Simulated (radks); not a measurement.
The numbers below are computed, except where a source is named.
Question: These are the eigenvalues of the occupied orbitals of an atom or ion with whole-number occupations (eV). Code: a radial shooting solver on a logarithmic mesh with Libxc functionals. Model: scalar-relativistic Kohn-Sham, PBE, spin-polarised, spherical densities, finite nucleus; Fermi nuclear charge, rms radius of each element as measured or else 0.836 A^(1/3) + 0.57 fm.

1s: -63249.92
2s: -12351.75
2p: -11128.55
3s: -4212.987
3p: -3842.386
3d: -3407.194

Which element is it, and in what charge state? The configuration may be excited. Open shells, if any, are filled with parallel spins first.

Answer: Z = 70, ytterbium, charge +42: Yb42+ in [Ar] 3d10. The list shows which subshells hold electrons but not how many an open one holds; the 1s level, -2324.4 hartree, gives Z - s = 68.2 by -(Z - s)^2/2, which with screening and relativity narrows Z to a few neighbours, and the depths of the outer levels then fix element, charge and occupations together.
